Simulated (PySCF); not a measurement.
# Structure from 2D NMR

Compound of formula C8H13AlO. Correlations simulated from computed shifts and the bond graph:

HSQC (one-bond C–H):
```
  δH     δC
7.86  146.1
7.45  134.7
7.44  136.0
3.35   56.7
```

COSY cross peaks (H two or three bonds apart, from the bond graph; peaks can be absent where the dihedral angle is near 90°):
```
  δH    δH
7.86  7.45
7.45  7.44
```

HMBC (two and three bonds, from the bond graph):
```
  δH                          δC
7.86  155.4, 146.1, 136.0, 134.7
7.45  155.4, 146.1, 136.0, 134.7
7.44                146.1, 134.7
4.15          155.4, 146.1, 56.7
3.35                        56.7
```

Carbons without hydrogens: δ 155.4.

Calculated, not measured (PySCF 2.14.0 with density-fitted response routines): structure optimised with PBE0-D3(BJ)/def2-SVP, σ from GIAO-HF/pcSseg-1. In vacuum, one conformer, fast rotation and ring inversion assumed for equivalent nuclei, relativity neglected.

δ = σ(ref) − σ, references computed at the same level: $^{1}$H (σref 31.69) and $^{13}$C (σref 190.85) vs TMS.

Exchangeable hydrogens are left out of these lists.

Task: Which molecule is this?

Result: `InChI=1S/C6H5.C2H6O.Al.2H/c1-2-4-6-5-3-1;1-3-2;;;/h1-5H;1-2H3;;;`.

Structure with atom numbers: `[CH3:1][O+:2]([CH3:3])[AlH2-:4][c:5]1[cH:6][cH:7][cH:8][cH:9][cH:10]1`. Hydrogens are named by the atom that carries them.

δC 155.4 is C5, a substituted aromatic carbon. δC 146.1 is C6/C10, an aromatic CH (δH 7.86). δC 136.0 is C8, an aromatic CH (δH 7.44). δC 134.7 is C7/C9, an aromatic CH (δH 7.45). δC 56.7 is C1/C3, a methyl carbon bonded to O (δH 3.35). HMBC from δH 7.86 reaches the proton-free carbon C5. HMBC from δH 7.45 reaches the proton-free carbon C5. HMBC from δH 4.15 reaches the proton-free carbon C5. COSY links 7.86–7.45, 7.45–7.44.

The shifts were computed for this structure.

Hydrides on Al or Ga are broadened by the quadrupolar metal nucleus. Shifts are as computed. Against solution values, carbons near 30 ppm lie about -0 ppm off and those near 130 ppm about +7 ppm. Of 1313 compounds with measured shifts, 239 miss one by over three times the rms of a fit or turn the order of signals round; such compounds aren't used in these exercises.
